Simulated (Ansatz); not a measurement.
[(OH)3Si]2NH (Si₂NO₆H₇), relaxed as a singlet with RKS r2SCAN-D4/def2-SVP in Ansatz, starting from the GFN2-xTB geometry. Force threshold 0.02 eV/Å.

Start:

```xyz
16

Si    1.452   -0.143    0.653
O     2.026   -0.901    1.964
O     1.433    1.476    0.777
O     2.420   -0.575   -0.589
N    -0.174   -0.713    0.508
Si   -1.360    0.023   -0.485
O    -2.829   -0.626   -0.205
O    -1.256    1.618   -0.150
O    -1.107   -0.090   -2.091
H     2.960   -0.828    2.135
H     0.569    1.881    0.695
H     2.266   -0.178   -1.441
H    -0.363   -1.623    0.884
H    -3.162   -0.630    0.687
H    -1.562    2.225   -0.821
H    -1.312   -0.915   -2.521
```

(1) Estimate the energy that the relaxation releases and the steps that it takes.

(2) Does the start keep its bonding and symmetry?

(3) Predict the relaxed structure.

Answers

(1) 19.4 kJ/mol, in 15 steps; 62 s on 2 threads of AMD EPYC 7R13 on a shared host. The force fell under the threshold at step 11, but the optimiser went on. No frequencies were taken in this run, so the end may be a saddle point.

(2) By distances, no bond broke or formed. The bond that changes most is Si6–O8, from 1.63 to 1.67 Å (atoms count from 1).

(3) 
```xyz
16

Si    1.511   -0.153    0.603
O     1.723   -0.694    2.151
O     1.499    1.476    0.379
O     2.811   -0.761   -0.228
N    -0.043   -0.768    0.129
Si   -1.405    0.030   -0.535
O    -2.800   -0.686    0.000
O    -1.213    1.628   -0.086
O    -1.566    0.082   -2.179
H     2.645   -0.728    2.433
H     0.597    1.848    0.349
H     3.013   -0.294   -1.047
H    -0.180   -1.756    0.337
H    -2.846   -0.860    0.948
H    -1.650    2.254   -0.677
H    -2.096   -0.619   -2.577
```
Bond lengths: 6 × O–Si 1.64 to 1.67 Å; 2 × N–Si 1.71 to 1.74 Å; 6 × H–O 0.96 to 0.98 Å; 1 × H–N 1.02 Å.
